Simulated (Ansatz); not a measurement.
C$_{3}$H$_{6}$BN (`NBC1C=C1`), relaxed with RKS PBE0-D4/def2-TZVP in Ansatz 0.2.0 from a PBE-D4/def2-SVP geometry. The force threshold is 0.005 eV/Å; the program also tests the step.

The species carries charge 0 and has multiplicity 1.

Start:

```xyz
11

N    -1.928   -0.607    0.584
B    -0.529   -0.612    0.473
C     0.230    0.478   -0.359
C     1.656    0.915    0.019
C     1.574    0.165   -1.039
H    -2.453   -1.299    1.116
H    -2.519    0.096    0.136
H     0.087   -1.498    1.049
H    -0.397    1.253   -0.861
H     2.241    1.483    0.750
H     2.038   -0.374   -1.871
```

| step | energy (eV) | largest force (eV/Å) | largest move (Å) |
| --- | --- | --- | --- |
| 1 | -5369.0367 | 0.950 | 0.000 |
| 2 | -5369.0924 | 0.224 | 0.027 |
| 3 | -5369.0967 | 0.028 | 0.010 |
| 4 | -5369.0967 | 0.009 | 0.003 |
| 5 | -5369.0967 | 0.004 | 0.001 |

End:

```xyz
11

N    -1.912   -0.602    0.578
B    -0.523   -0.608    0.471
C     0.225    0.473   -0.354
C     1.641    0.901    0.017
C     1.559    0.163   -1.024
H    -2.429   -1.285    1.103
H    -2.494    0.090    0.135
H     0.085   -1.476    1.037
H    -0.385    1.239   -0.848
H     2.218    1.464    0.730
H     2.016   -0.360   -1.845
```

Run time 26 s (2 threads of an Arm Neoverse V1 on a shared host); peak host memory 0.42 GiB.
